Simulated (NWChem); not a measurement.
Species: CH₅BOS; SMILES COBS

```xyz
9

B     -0.9624    -0.0476     0.0000
H     -2.1443    -0.2886     0.0000
O     -0.5799     1.2417     0.0000
C      0.7660     1.6491     0.0000
H      0.7949     2.7473     0.0000
H      1.2957     1.2803     0.8946
H      1.2957     1.2803    -0.8946
S      0.2656    -1.3887     0.0000
H     -0.6366    -2.3901     0.0000
```
Atoms are numbered in this order, from 1.

Program: NWChem. The geometry was optimised at PBE0/def2-SVP. Total energies compare along this basis series because the functional is fixed.

```
level             basis functions  energy (Ha)  highest occupied level (eV)  orbital gap (eV)  dipole (D)
----------------  ---------------  -----------  ---------------------------  ----------------  ----------
TPSS/cc-pVDZ                   85    -539.4978                          [?]               [?]        0.74
TPSS/aug-cc-pVDZ              141    -539.5098                        -6.66              5.81        0.73
TPSS/cc-pVTZ                  194    -539.5605                        -6.63              5.87        0.74
```

### Question
Complete the blanks.

### Answer

- TPSS/cc-pVDZ, highest occupied level (eV): -6.47
- TPSS/cc-pVDZ, orbital gap (eV): 5.92
